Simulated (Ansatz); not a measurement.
`[NH2][Nb]([F])([F])=[S]`, relaxed with RKS PBE0-D4/def2-TZVP in Ansatz 0.2.0 from a PBE-D4/def2-SVP geometry. The force threshold is 0.005 eV/Å; the program also tests the step.

Total charge 0; spin multiplicity 1. Nb takes the def2 core potential.

Start:

```xyz
7

N     1.142    0.127   -0.362
Nb   -0.691   -0.053    0.281
F    -0.719   -1.169    1.794
F    -1.377    1.644    0.709
S    -1.759   -0.940   -1.373
H     1.521   -0.143   -1.275
H     1.883    0.534    0.225
```

(1) By how much does the energy fall, and how many steps does the optimiser take? (Best estimate.)

(2) Which bonds change most? (Best estimate.)

(3) Give the relaxed structure. (Estimate.)

Answers

(1) The calculation gave: 0.03 eV, in 5 steps.

(2) The calculation gave: Nb2–S5 from 2.160 to 2.135 Å; Nb2–F4 from 1.880 to 1.864 Å; Nb2–F3 from 1.880 to 1.864 Å; N1–H7 from 1.029 to 1.013 Å.

(3) Computed: 
```xyz
7

N     1.141    0.129   -0.357
Nb   -0.682   -0.054    0.274
F    -0.720   -1.153    1.778
F    -1.370    1.624    0.706
S    -1.742   -0.932   -1.358
H     1.498   -0.137   -1.263
H     1.874    0.524    0.220
```
